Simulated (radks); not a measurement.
Problem. The table gives one normalised radial function P(r) = r R(r) (large component) of Nb2+ in [Kr] 4d3 (r in bohr). Calculated with a radial shooting solver on a logarithmic mesh with Libxc functionals: Dirac Kohn-Sham, PBE, spin-unpolarised, spherical densities, point nucleus; open shells fill j = l - 1/2 first.

r           P
0.00122    0.0012
0.001398   0.0015
0.001601   0.0018
0.001834   0.0022
0.002102   0.0027
0.002408   0.0033
0.002759   0.0040
0.003161   0.0049
0.003621   0.0061
0.004148   0.0075
0.004753   0.0094
0.005445   0.0117
0.006239   0.0145
0.007147   0.0181
0.008189   0.0225
0.009382   0.0280
0.01075    0.0349
0.01231    0.0433
0.01411    0.0535
0.01616    0.0660
0.01852    0.0810
0.02122    0.0987
0.02431    0.1195
0.02785    0.1434
0.0319     0.1704
0.03655    0.1998
0.04188    0.2309
0.04798    0.2621
0.05497    0.2911
0.06298    0.3149
0.07215    0.3296
0.08266    0.3305
0.09546    0.3111
0.1094     0.2687
0.1253     0.1997
0.1436     0.1037
0.1645    -0.0160
0.1884    -0.1511
0.2159    -0.2882
0.2473    -0.4091
0.2834    -0.4932
0.3246    -0.5205
0.3719    -0.4759
0.4261    -0.3539
0.4882    -0.1605
0.5593     0.0854
0.6408     0.3544
0.7342     0.6114
0.8411     0.8220
0.9637     0.9588
1.104      1.0057
1.265      0.9635
1.449      0.8492
1.66       0.6904
1.902      0.5176
2.179      0.3567
2.497      0.2247
2.86       0.1283
3.277      0.0657
3.755      0.0298
4.302      0.0117
4.928      0.0039
5.646      0.0011
6.469      0.0002

Which n and l does it have? It may be an empty orbital.

Solution. n = 4, l = 1: the number of nodes gives n - l - 1 = 2, the rise at small r points to l (for j = l - 1/2 the large component starts as r^gamma with gamma = sqrt(l^2 - (Z/c)^2) = 0.95 and the r^(l+1) term takes over further out; the orbital of l - 1 with the same j starts with the same power, but with a larger coefficient, and does not steepen), and the extent must fit the shell. The curve is that of 4p1/2; the two j differ most near the nucleus, where j = l - 1/2 has the larger amplitude, and in heavy atoms j = l - 1/2 is also the more compact. 4p1/2: eigenvalue -53.221 eV, 2 radial nodes at r = 0.162, 0.535 bohr, <r> = 1.27 bohr, 90 % of the charge inside 1.89 bohr.
